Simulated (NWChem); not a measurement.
Everything below was run with NWChem. System: C3H4F2, charge 0, spin multiplicity 1, at a geometry optimised with PBE0/def2-SVP. The structure started from a generated list of species. Level: MP2/def2-TZVP, 5 core orbitals frozen.

NWChem printed:

```
             Northwest Computational Chemistry Package (NWChem) 7.3.0
             --------------------------------------------------------

                                NWChem Input Module
                                -------------------

 Scaling coordinates for geometry "geometry" by  1.889725989
 (inverse scale =  0.529177249)

 Turning off AUTOSYM since
 SYMMETRY directive was detected!

                             Geometry "geometry" -> ""
                             -------------------------

 Output coordinates in angstroms (scale by  1.889725989 to convert to a.u.)

  No.       Tag          Charge          X              Y              Z
 ---- ---------------- ---------- -------------- -------------- --------------
    1 F                    9.0000    -1.09489200     0.00000000    -0.95532800
    2 C                    6.0000     0.00000000     0.00000000    -0.18483200
    3 F                    9.0000     1.09489200     0.00000000    -0.95532800
    4 C                    6.0000     0.00000000    -0.76707200     1.07363800
    5 C                    6.0000     0.00000000     0.76707200     1.07363800
    6 H                    1.0000     0.92578500    -1.27476700     1.35530900
    7 H                    1.0000    -0.92578500    -1.27476700     1.35530900
    8 H                    1.0000     0.92578500     1.27476700     1.35530900
    9 H                    1.0000    -0.92578500     1.27476700     1.35530900

 Effective nuclear repulsion energy (a.u.)     184.8385365473

            Nuclear Dipole moment (a.u.)
            ----------------------------
        X                 Y               Z
 ---------------- ---------------- ----------------
     0.0000000000     0.0000000000    -0.0000075589

      Symmetry information
      --------------------

 Group name             C2v
 Group number             16
 Group order               4
 No. of unique centers     4

      Symmetry unique atoms

     1    2    4    6


 Summary of "ao basis" -> "" (spherical)
 ------------------------------------------------------------------------------
       Tag                 Description            Shells   Functions and Types
 ---------------- ------------------------------  ------  ---------------------
 *                         def2-tzvp                  on all atoms

 Summary of "ao basis" -> "ao basis" (spherical)
 ------------------------------------------------------------------------------
       Tag                 Description            Shells   Functions and Types
[...]
     2   2 0 0    -21.548410      0.000000     89.299835
     2   1 1 0     -0.000000      0.000000      0.000000
     2   1 0 1     -0.000000      0.000000      0.000000
     2   0 2 0    -19.903539      0.000000     48.426907
     2   0 1 1      0.000000      0.000000      0.000000
     2   0 0 2    -21.837341      0.000000    135.031006

                   NWChem MP2 Semi-direct Energy/Gradient Module
                   ---------------------------------------------

  Basis functions       =    179
  Molecular orbitals    =    179
  Frozen core           =      5
  Frozen virtuals       =      0
  Active alpha occupied =     15
  Active beta occupied  =     15
  Active alpha virtual  =    159
  Active beta virtual   =    159
  Use MO symmetry       = T
  Use skeleton AO sym   = T

  AO/Fock/Back tols     =   1.0D-09  1.0D-09  1.0D-09

 GA uses MA = F    GA memory limited = T

 Available:
  local mem=  1.15D+08
 global mem=  1.31D+08
 local disk=  0.00D+00
  mp2_memr nvloc                   159
  nvloc new                   159
   1 passes of  15:        5242880                     184565                 128444578.
   1 passes of  15: M    114574610           G      131007918           F     109331730.
  mp2_memr nvloc                   159
  nvloc new                   159
   2 passes of   8:        5242880                     128938                  68529339.
   2 passes of   8: M    114574610           G      131007918           F     109331730.

 Semi-direct pass number   1 of   2  for RHF alpha+beta  at       12.2s
  vrange nnbf                 15833
  mp2_eaftype                   261  avail_ma_in_mb                   998
 EAF : mp2_eaftype filesize         261   34264670.
  mp2_eaf for mointskh                    261
Node 0 wrote    161.1 Mb in      0.1 s     Agg I/O rate:  1660.4 Mb/s
 Done moints_semi at       37.0s
  mp2_eaftype                   261  avail_ma_in_mb                   737
 EAF : mp2_eaftype filesize         261   34264670.
  mp2_eaf for kh                   261
 Done maket at       37.7s
 Semi-direct pass number   2 of   2  for RHF alpha+beta  at       37.7s
  vrange nnbf                 15833
  mp2_eaftype                   261  avail_ma_in_mb                   737
 EAF : mp2_eaftype filesize         261   34264670.
  mp2_eaf for mointskh                    261
Node 0 wrote    141.0 Mb in      0.1 s     Agg I/O rate:  1763.9 Mb/s
 Done moints_semi at       61.9s
  mp2_eaftype                   261  avail_ma_in_mb                   737
 EAF : mp2_eaftype filesize         261   34264670.
  mp2_eaf for kh                   261
 Done maket at       62.5s
 Done multipass loop at       62.5s

          -------------------------------------------
          SCF energy                -314.897776297300
          Correlation energy          -0.977198939068
          Singlet pairs               -0.605910154140
          Triplet pairs               -0.371288784928
          Total MP2 energy          -315.874975236368
          -------------------------------------------

          ---------------------------------------------------
                    Spin Component Scaled (SCS) MP2
          Same spin pairs                     -0.247525856619
          Same spin scaling factor             0.333333333333
          Opposite spin pairs                 -0.729673082449
          Opposite spin scaling fact.          1.200000000000
          SCS-MP2 correlation energy          -0.958116317812
          Total SCS-MP2 energy              -315.855892615112
          ---------------------------------------------------

 -----------------------
 Performance information
 -----------------------

 Timer overhead =  1.81D-07 seconds/call

               Nr. of calls         CPU time (s)                 Wall time (s)                GFlops
             ---------------    -------------------     ------------------------------   -------------------
Name         Min   Avg   Max    Min     Avg     Max     Min     Avg     Max   Mx/calls   Min     Max     Sum
mp2: moin     2     2     2    49.     49.     49.      49.     49.     49.     25.      0.0     0.0     0.0
mp2: make     2     2     2    1.3     1.3     1.3      1.3     1.3     1.3    0.64      0.0     0.0     0.0
mp2: tota     1     1     1    51.     51.     51.      51.     51.     51.     51.      0.0     0.0     0.0

 The average no. of pstat calls per process was 5.00D+00
 with a timing overhead of 9.05D-07s

 Task  times  cpu:       62.4s     wall:       62.4s

 Total times  cpu:       62.5s     wall:       62.5s
```

**Question.** Write an NWChem input that would produce this output.

**Answer.** One answer among several that fit: 
```
start mol
memory heap 200 mb stack 800 mb global 1000 mb
geometry units angstroms nocenter noautoz
  F     -1.094892     0.000000    -0.955328
  C      0.000000     0.000000    -0.184832
  F      1.094892     0.000000    -0.955328
  C      0.000000    -0.767072     1.073638
  C      0.000000     0.767072     1.073638
  H      0.925785    -1.274767     1.355309
  H     -0.925785    -1.274767     1.355309
  H      0.925785     1.274767     1.355309
  H     -0.925785     1.274767     1.355309
  symmetry group C2v
end
basis spherical
  * library def2-tzvp
end
scf
  rhf
  nopen 0
  maxiter 100
  thresh 1e-7
  semidirect memsize 60000000 filesize 0
end
mp2
  freeze core 5
end
task mp2 energy
```
